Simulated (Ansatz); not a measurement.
`[CH3][Ga]([NH2])[Cl]`. Total charge 0; spin multiplicity 1.

```xyz
9

C    -0.5125   -1.1374   -0.9427
Ga   -0.0089   -0.0005    0.5541
N     0.7487    1.6363    0.5010
Cl   -0.3498   -0.6776    2.5759
H    -1.5750   -1.3779   -0.8809
H     0.0454   -2.0743   -0.8962
H    -0.3120   -0.6520   -1.8983
H     0.9861    2.1272   -0.3432
H     0.9780    2.1562    1.3304
```

(1) List the harmonic frequencies (cm⁻¹, unscaled) at PBE0-D4/def2-TZVP in Ansatz. (Best estimate.)

(2) Is this a minimum?

(3) Give the ideal-gas thermochemistry at 298.15 K and 1 bar (rigid rotor, harmonic oscillator; point group Cs, symmetry number 1).

## Answers

(1) Ansatz gave: 51, 134, 137, 158, 219, 401, 409, 588, 705, 728, 733, 778, 1234, 1447, 1450, 1555, 3064, 3151, 3161, 3621, 3731.

(2) Yes, all 21 modes are real.

(3) Zero-point energy 164.2 kJ/mol; H(298) − E = 186.1 kJ/mol; entropy 360.1 J/(mol·K), of which translation 170.1, rotation 112.3, vibration 77.7; G(298) − E = 78.7 kJ/mol. Modes under 100 cm⁻¹ are hindered rotations or soft bends, so the harmonic entropy is rough.
